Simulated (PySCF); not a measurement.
# How methods differ on the excitation energy of B⁺

B⁺ [He] 2s2 (1S) → B⁺ [He] 2s1 2p1 (3P), as a difference of total energies. Computed with PySCF 2.14 in aug-cc-pVTZ with one added diffuse shell each of s, p, d, f type (6s5p4d3f, 62 functions), with no relativity, point nucleus. Correlated levels: valence: 1s2 frozen. The calculations carry no spin-orbit coupling.

Task: Order these methods by the excitation energy they give, lowest first.
A. B2PLYP
B. PBE
C. M06-2X
D. MP2 (valence)

Result: B (3.984 eV), D (4.046 eV), A (4.191 eV), C (4.593 eV).

Errors of the correlated levels include the incompleteness of this basis and the frozen core.

For comparison: 4.631 eV (measured; NIST levels, between the centres of gravity of the two terms).
